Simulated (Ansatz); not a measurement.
silanone (H2OSi), SMILES O=[SiH2].

The structure is a stationary point at B3LYP-D3(BJ)/def2-TZVP.

Two levels are set side by side: PBE/def2-TZVPD (Ansatz, a first-principles code) and CAM-B3LYP/def2-TZVPD (Ansatz). Energy differences of separate SCF runs at the same geometry; the states with an electron removed or added have multiplicity 2 and 2. Differences are taken from unrounded values.

```csv
quantity,CAM-B3LYP
vertical ionisation energy (eV),10.80
vertical electron affinity (eV),0.31
vertical singlet–triplet gap (eV),3.78
```

Task: What does PBE give, and how far is it from CAM-B3LYP? (Estimate from the structure and the level; the computed values follow.)

Result: 
| quantity | PBE | PBE minus CAM-B3LYP |
|---|---|---|
| vertical ionisation energy (eV) | 10.76 | -0.04 |
| vertical electron affinity (eV) | 0.34 | 0.03 |
| vertical singlet–triplet gap (eV) | 3.66 | -0.12 |
